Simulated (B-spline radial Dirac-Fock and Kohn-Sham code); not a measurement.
## What relativity does to the binding energies of I¹⁸⁺

System: the I¹⁸⁺ ion, configuration [Ar] 3d10 4s2 4p5.

Both columns are ΔSCF binding energies of the configuration average from an atomic code on a B-spline grid: non-relativistic Hartree-Fock with a point nucleus, and Dirac-Fock with a finite nucleus and the Coulomb interaction alone, averaged over the two j levels with weights 2j+1.

```
shell  Hartree-Fock (eV)  Dirac-Fock (eV)  shift (eV)  shift (%)
   1s            32461.0          33786.9    +1325.98      +4.08
   2s             5376.8           5706.2     +329.38      +6.13
   3s             1479.9           1553.0      +73.03      +4.93
   3d             1109.7           1101.4       -8.25      -0.74
   4s              587.7            607.0      +19.34      +3.29
   4p              535.0            541.3       +6.33      +1.18
```

Relativity binds 1s, 2s, 3s, 4s, 4p more strongly, among those listed most of all 2s in relative terms, and 3d more weakly, because the contracted s and p shells screen the nucleus better.

Values without a named source are computed, but for edge energies of neutral atoms, which are taken from tables.
